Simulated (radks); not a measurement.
The numbers below are computed, except where a source is named.
Be3+, configuration 1s(up 0.625, down 0.375) (fractional occupations, a model configuration). Code: a radial shooting solver on a logarithmic mesh with Libxc functionals. Model: non-relativistic Kohn-Sham, r2SCAN, spin-polarised, spherical densities, point nucleus; meta-GGA in the generalised Kohn-Sham scheme.

Radial electron density D(r) = 4 pi r^2 rho(r):

```
   r/bohr * D(r) (the largest magnitude, 2.12, reaches the edge; | marks zero)
  0.02504 |  *
  0.02691 |   *
  0.02916 |   *
  0.03133 |    *
  0.03394 |     *
  0.03648 |     *
  0.03951 |      *
  0.04246 |       *
    0.046 |        *
  0.04943 |          *
  0.05355 |           *
  0.05755 |             *
  0.06234 |              *
    0.067 |                *
  0.07258 |                  *
  0.07799 |                    *
  0.08449 |                      *
   0.0908 |                         *
  0.09836 |                           *
   0.1057 |                              *
   0.1145 |                                 *
   0.1231 |                                    *
   0.1333 |                                       *
   0.1433 |                                         *
   0.1552 |                                            *
   0.1668 |                                              *
   0.1807 |                                                 *
   0.1942 |                                                   *
   0.2103 |                                                    *
    0.226 |                                                     *
   0.2448 |                                                      *
   0.2631 |                                                      *
    0.285 |                                                     *
   0.3063 |                                                    *
   0.3318 |                                                  *
   0.3566 |                                               *
   0.3863 |                                            *
   0.4151 |                                        *
   0.4497 |                                    *
   0.4833 |                                *
   0.5236 |                           *
   0.5626 |                       *
   0.6095 |                  *
    0.655 |               *
   0.7096 |           *
   0.7625 |        *
    0.826 |      *
   0.8877 |    *
   0.9616 |  *
    1.033 | *
    1.119 |*
    1.203 |*
    1.303 *
    1.401 *
    1.517 *
```

D(r) has 1 maximum, at r = 0.253 bohr.
